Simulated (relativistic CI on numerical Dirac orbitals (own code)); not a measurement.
## Co⁴⁺: K-beta X-ray emission

Computed with this model: Dirac-Coulomb-Breit CI, separate exchange-only KLI orbitals for each configuration, model QED, valence Slater integrals scaled by 0.9, multiplet model of X-ray emission after core ionisation; configurations [Ar] 3d5 → 1s 2s2 2p6 3s2 3p6 3d5 → [Ne] 3s2 3p5 3d5; 300 K; Lorentzian 1.6 eV and Gaussian 1 eV FWHM. Energies are those of the free ion, without screening or charge transfer. S is read from ⟨S²⟩ = S(S + 1).

Field parameters in Wybourne normalisation: D3d B²₀ = −7Dσ, B⁴₀ = −14Dq − 21Dτ, B⁴₃ = −14√(10/7) Dq; Oh B⁴₀ = 21Dq, B⁴₄ = √(5/14) B⁴₀. The field is a parameter set, without covalency.

Computed curve for D3d, 10Dq = 29800, Dσ = 800, Dτ = -60 cm⁻¹, scaled to 100 at the maximum (points under 2 are left out and the grid is thinned):

Energy (eV), Intensity and a bar:
```
   7629.0        2.2 
   7629.6        2.8 
   7630.0        3.4 
   7630.6        4.9 #
   7631.2        7.6 ##
   7631.8       13.2 ###
   7632.2       19.9 #####
   7632.8       35.0 ##########
   7633.4       47.7 ##############
   7634.0       45.2 #############
   7634.4       36.1 ##########
   7635.0       21.2 ######
   7635.6       11.7 ###
   7636.2        7.1 ##
   7636.6        5.3 #
   7637.2        3.8 #
   7637.8        2.9 
   7638.4        2.3 
   7638.8        2.0 
   7643.4        2.5 
   7644.0        3.3 
   7644.6        3.5 
   7645.0        3.2 
   7645.6        2.5 
   7646.2        2.0 
   7647.8        2.3 
   7648.2        2.7 
   7648.8        3.3 
   7649.4        3.5 
   7650.0        3.4 
   7650.4        3.5 
   7651.0        3.9 #
   7651.6        5.0 #
   7652.2        7.1 ##
   7652.6        9.2 ##
   7653.2       12.5 ###
   7653.8       15.0 ####
   7654.4       17.3 #####
   7654.8       18.9 #####
   7655.4       22.0 ######
   7656.0       25.7 #######
   7656.6       28.1 ########
   7657.0       31.4 #########
   7657.6       45.5 #############
   7658.2       70.9 #####################
   7658.8       94.0 ############################
   7659.2      100.0 ##############################
   7659.8       88.8 ###########################
   7660.4       58.8 #################
   7661.0       32.4 #########
   7661.4       21.9 ######
   7662.0       13.3 ###
   7662.6        8.9 ##
   7663.2        6.4 #
   7663.6        5.3 #
   7664.2        4.1 #
   7664.8        3.3 
   7665.4        2.7 
   7665.8        2.4 
   7666.4        2.0
```

The ground state has S = 2.49, and the centroid lies at 7651.58 eV.
